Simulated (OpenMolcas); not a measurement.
Tc VI: effect of the IPEA shift

| Item | Value |
| --- | --- |
| Program | OpenMolcas |
| Basis | ANO-RCC-VTZP [7s6p4d2f1g] |
| Scalar Hamiltonian | DKH2, point nucleus |
| Active space | 2 electrons in 10 orbitals (4d 5d) |
| State averaging | 2S+1 = 3 even, 10 roots; 2S+1 = 1 even, 15 roots |
| Spin-orbit coupling | RASSI with atomic mean-field integrals over the reference wave functions, term energies averaged over their components |

Methods on the same reference wave functions:
A. CASSCF
B. SS-CASPT2, IPEA 0 Eh, imaginary shift 0.1 Eh (closed shells correlated: 4s 4p)
C. SS-CASPT2, IPEA 0.25 Eh, imaginary shift 0.1 Eh (closed shells correlated: 4s 4p)

Energies in cm-1 above 4d2 3F2.

```tsv
Level	A	B	C
4d2 3F2	0.0	0.0	0.0
4d2 3F3	2046	2100	2100
4d2 3F4	4377	4410	4420
4d2 1D2	14224	11760	11710
4d2 3P0	15272	12860	13100
4d2 3P1	16111	13730	13960
4d2 3P2	18261	15850	16010
4d2 1G4	21548	19450	19310
4d2 1S0	49538	43740	43530
```

Between B and C the level of the table that moves most is 4d2 3P1, by 240 cm-1 (lowest in B, highest in C). Moves below CASPT2's spread within the term are not significant.

From A to B the spin-free energies of the other terms of 4d2 shown, above 3F, scale by factors of 0.79 to 0.89, as is usual when dynamic correlation screens the repulsion within a d or f shell.

The lowest spin-free term lies below A's lowest term by 0.270 hartree in B, 0.265 hartree in C.

CASPT2 does not keep the components of a term degenerate, so their means are used; among the terms shown or strongly mixed into the levels shown the widest spread is 790 cm-1 (4d2 1G, B). Active for correlation alone: 5d; no level in the range computed is led by a configuration that fills it, so any true level of that kind is missing. Without dynamic correlation excited terms often stand tens of per cent too high (terms of higher spin than the ground term too low), and those without a measured partner can miss by more than the paired ones (holds for A). Levels of configurations outside the active space are missing.
